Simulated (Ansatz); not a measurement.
Ansatz (an electronic-structure program) input for Si(Cl)2(F)(GeH3) (Cl2FGeH3Si), SMILES F[Si](Cl)(Cl)[GeH3], CAM-B3LYP/def2-SVPD. Geometry: B3LYP-D3(BJ)/def2-SVP. This is a generated structure with no PubChem entry under its InChIKey; it may be hypothetical.

Ansatz 0.2 input:
```yaml
crystal:
  periodic: [false, false, false]
  atoms:
    - {symbol: F, position_ang: [0.84423729, -1.88823070, 0.00000001]}
    - {symbol: Si, position_ang: [0.54430661, -0.29535734, -0.00000000]}
    - {symbol: Cl, position_ang: [1.44258009, 0.49283968, -1.68143280]}
    - {symbol: Cl, position_ang: [1.44258008, 0.49283968, 1.68143280]}
    - {symbol: Ge, position_ang: [-1.79397381, 0.11678796, -0.00000000]}
    - {symbol: H, position_ang: [-2.42223541, -0.50206139, -1.26120994]}
    - {symbol: H, position_ang: [-2.42223542, -0.50206138, 1.26120994]}
    - {symbol: H, position_ang: [-2.01451844, 1.63943810, -0.00000000]}
basis:
  gaussian:
    orbitals: def2-SVPD
hamiltonian:
  xc: {name: CAM-B3LYP}
```

It prints:

```
WARN ansatz: RAYON_NUM_THREADS=1 ignored (pool sized by the plan → 1); use --threads N
Functional definition: CAM-B3LYP
integrals: 0.17 GiB planned
1600 factors; their error is unknown
integrals: 0.20 GiB planned
571 factors; integrals over basis functions are off by at most 2.4e-5 eV
mean field: 1.51 GiB planned
mean field evaluation 1: about -92193.1971 eV, gradient 3.8e1 eV
mean field evaluation 2: about -92191.7859 eV, gradient 5.0e1 eV
mean field evaluation 4: about -92195.5833 eV, gradient 1.4e0 eV
mean field evaluation 8: about -92195.8960 eV, gradient 1.4e-1 eV
mean field evaluation 16: about -92195.8960 eV, gradient 2.6e-5 eV
mean field -92195.89600325 eV, -3388.1366854965 hartree, gradient 2.6e-5 eV, S^2 0.000000; 0 other end points of the search recorded, 0 dependent functions left out
reference -92195.89615046 eV, -3388.1366909066 hartree; 46, 46 occupied and 117, 117 virtual orbitals, 1600 factors
Total energy: -92195.89615046 eV, -3388.1366909066 hartree
```

Self-consistency was reached.
